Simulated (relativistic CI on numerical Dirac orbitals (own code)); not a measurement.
Computed by Dirac-Coulomb-Breit CI, separate exchange-only KLI orbitals for each configuration, model QED, unscaled Slater integrals (own radial code, finite nucleus).

The strongest absorption lines from the ground level of an ion, among the configurations computed and to levels below about 137 eV (vacuum wavelength in Å, gf): 105.16 (0.39), 109.61 (0.56), 111.05 (0.36), 148.75 (9.3), 150.94 (0.82), 153.82 (3.7), 155.52 (14), 186.11 (0.56).

Which ion is it?
A. Ag12+
B. Tc6+
C. Sb14+
D. Ag10+

D. Ag10+ has 37 electrons and the ground level 4s²4p⁶4d ²D3/2; the strongest line goes to 4s²4p⁵4d² ²F°5/2. The pattern of lines fixes the number of electrons, and along that sequence the line energies rise steadily with the charge (about as its square where n changes within one kind of shell, about linearly where n is kept but much faster in heavy ions where fine structure, which grows about as Z⁴, sets the gap, and irregularly where shells cross), which fixes Z. Configurations outside the model, such as inner-shell arrays, can give stronger lines. At this charge energies of transitions that change n are usually good to better than 1 %, and those within a shell (Δn = 0) to a few per cent.

LS names give the leading component of a level, which can be under half, so a name can repeat, a term be missing and a line seem to break the LS rules.
